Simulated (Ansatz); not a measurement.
CH4F2O2Si can be A, `O[SiH2]C(O)(F)F`, or B, `O[Si](O)(F)CF`.

Isolated molecules relaxed with PBE0-D4/def2-TZVP in Ansatz; ΔE leaves out vibrations. CBS: MP2 limit from def2 TZ/QZ plus the TZ coupled-cluster correction, frozen cores. DFT in def2-TZVPP. B3LYP here is the variant with VWN-RPA as its local correlation; programs differ in this. One conformer a species, not always the lowest.

A:

```xyz
10

O    -1.3230   -1.3452    0.8712
Si   -0.3120   -0.0737    1.0720
C     0.4598    0.4320   -0.6200
O     1.2724   -0.5183   -1.1259
F    -0.5500    0.7077   -1.5182
F     1.1361    1.6183   -0.5024
H    -2.0579   -1.2456    0.2639
H     0.7641   -0.5036    1.9867
H    -1.0034    1.1476    1.5533
H     1.6140   -0.2193   -1.9806
```

B:

Z-matrix (Å, degrees):
```
Si
O 1 1.627
F 1 1.593 2 108.1
O 1 1.620 2 109.1 3 -121.5
C 1 1.871 2 113.7 3 119.6
H 2 0.958 1 118.5 3 -44.6
H 4 0.958 1 119.4 2 39.9
F 5 1.395 1 109.0 2 -56.0
H 5 1.094 1 112.1 2 -175.9
H 5 1.094 1 111.2 2 63.3
```

Question: Which is lower in electronic energy at CCSD(T)/CBS, and by how much? (Best estimate.)

Answer: Computed: B, by 85.7 kcal/mol.

Question: Give E(B) − E(A) in kcal/mol with B3LYP-D4, MP2/def2-TZVPP, HF/def2-TZVPP, r2SCAN-D4, B2PLYP, B3LYP, CCSD/def2-TZVPP. (An estimate is asked.)

Answer: Computed: B3LYP-D4 -82.5, MP2/def2-TZVPP -86.9, HF/def2-TZVPP -85.7, r2SCAN-D4 -81.6, B2PLYP -84.1, B3LYP -82.1, CCSD/def2-TZVPP -84.9. None reverses the order clearly.

Largest T1 diagnostic: 0.012.

From PBE to PBE0 (25 % exact exchange), in def2-TZVPP and without D4, E(B) − E(A) moves by −3.3 kcal/mol.
